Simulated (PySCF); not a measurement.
# Dipole response of B(3+) (boron, charge +3)

1s2, closed-shell 1S. All numbers are calculated (PySCF 2.14, no relativity, point nucleus, in aug-cc-pVDZ (4s3p2d, 23 functions)). Coupled (time-dependent) response in atomic units; α is the mean over directions. A double-zeta set is small for polarisabilities.

```csv
method,mean α (bohr³),C₆ (like pair),S(−4)
UHF,0.008383,0.0004093,0.0001396
PBE,0.009675,0.0005148,0.0001805
PBE0,0.009295,0.0004827,0.0001681
```

S(−4) is the Cauchy moment in α(ω) = α(0) + S(−4) ω² + …

α(iu) at PBE0:

```tsv
u (hartree)	α(iu) (bohr³)
0	0.009295
0.0500	0.009295
0.100	0.009293
0.200	0.009288
0.300	0.009280
0.500	0.009253
0.750	0.009201
1.00	0.009130
1.50	0.008932
2.00	0.008668
3.00	0.007995
5.00	0.006405
```

A single London oscillator, α(iu) = α/(1 + u²/ω²), gives C₆ = (3/4) ω α². Matching the computed C₆ needs ω = 4 × 0.0004827 / (3 × 0.009295²) = 7.45 hartree.

For an ion, C₆ is the dispersion term alone; charge-induced terms of lower order in 1/R come first.
